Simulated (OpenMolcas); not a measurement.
## Ru5+: moving or changing the point charges

Ru5+ among 6 point charges of -1.7 e arranged as a tetragonal octahedron (D4h), 1.92 Å from the ion, with the axial distance 2.285 Å.
```
   1.9200    0.0000    0.0000  -1.70
   0.0000    1.9200    0.0000  -1.70
  -1.9200    0.0000    0.0000  -1.70
   0.0000   -1.9200    0.0000  -1.70
   0.0000    0.0000    2.2848  -1.70
   0.0000    0.0000   -2.2848  -1.70
```

```
Program             : OpenMolcas
Method              : CASSCF
Basis               : ANO-RCC-VTZP [7s6p4d2f1g]
Scalar Hamiltonian  : DKH2, point nucleus
Active space        : 3 electrons in 5 orbitals (4d)
State averaging     : 2S+1 = 4 even, 10 roots; 2S+1 = 2 even, 40 roots
Spin-orbit coupling : RASSI with atomic mean-field integrals over the reference wave functions
```

Runs around this geometry, states (labels of D4, the rotations of D4h). Energies in cm-1 above the lowest state or level, χT in cm3 K/mol.

```
R (Å)  q (e)  Axial / equatorial distance  Ground state  First state of that spin  First gap with spin-orbit (degeneracies)  χT at 300 K  First state of another spin
 1.92   -1.7                         1.09           4B1                   4E 5081                               88.7 (2, 2)        0.897                    2A1 18145
 1.92   -1.1                         1.19           4B1                   4E 2494                              288.8 (2, 2)        0.487                    2A1 17608
 1.81   -1.7                         1.19           4B1                   4E 4927                              161.4 (2, 2)        0.925                     2E 17757
 1.92   -1.7                         1.19           4B1                   4E 3652                              226.3 (2, 2)        0.719                    2A1 17724
 2.03   -1.7                         1.19           4B1                   4E 2740                              296.0 (2, 2)        0.542                    2A1 17574
```

Taking the first state of the same spin as R^-n, n = -ln(2740 / 4927) / ln(2.03 / 1.81) = 5.1 between the shortest and longest distance.

Scaling the charges by -1.1 / -1.7 = 0.65 scales the first state of the same spin by 2494 / 3652 = 0.68; with fixed orbitals a first-order splitting would follow the charge.

Without dynamic correlation the repulsion within the d shell is too large (B by tens of per cent), so at a given field states of lower spin stand too high. Spin-orbit coupling mixes the spin-free states strongly: the lowest level takes only 67 % from its leading state, 4B1 (holds for R = 1.92, q = -1.1, ratio = 1.19). Point charges carry no covalency, so the field is a model and not that of real ligands. No measured value stands beside these numbers.
